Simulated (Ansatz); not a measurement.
Consider the formal exchange of groups at a B–Cl bond: `SBCl` + ethane → `CCBS` + HCl.

Gas-phase electronic energies from Ansatz, PBE0-D4/def2-TZVP geometries. CCSD(T)/CBS is frozen-core, at the limit of the def2 triple- and quadruple-zeta sets. DFT in def2-TZVPP. B3LYP here is the variant with VWN-RPA as its local correlation; programs differ in this. One conformer a species, not always the lowest.

| level | ΔE (eV) |
| --- | --- |
| B3LYP-D4 | 0.90 |
| revPBE | 0.94 |
| B3LYP | 0.93 |
| r2SCAN0 | 0.92 |
| MP2/def2-TZVPP | 0.90 |
| SCS-MP2/def2-QZVPP | 0.90 |
| CCSD/def2-QZVPP | 0.86 |
| HF/CBS(def2) | 0.94 |

(1) What does CCSD(T)/CBS give? (An estimate is asked.)

Largest T1 diagnostic among the species: 0.013.

## Answers

(1) The calculation gave: +0.87 eV. The listed levels differ from it by 0.03, 0.07, 0.06, 0.05, 0.03, 0.03, -0.01, 0.07 eV.

In def2-TZVPP, CCSD(T) changes the Hartree–Fock value by −0.08 eV (the triples alone add +0.00 eV) and MP2 by −0.04 eV. At CCSD(T), def2-SVP lies +0.10 eV from the extrapolated value and def2-TZVPP −0.01 eV.
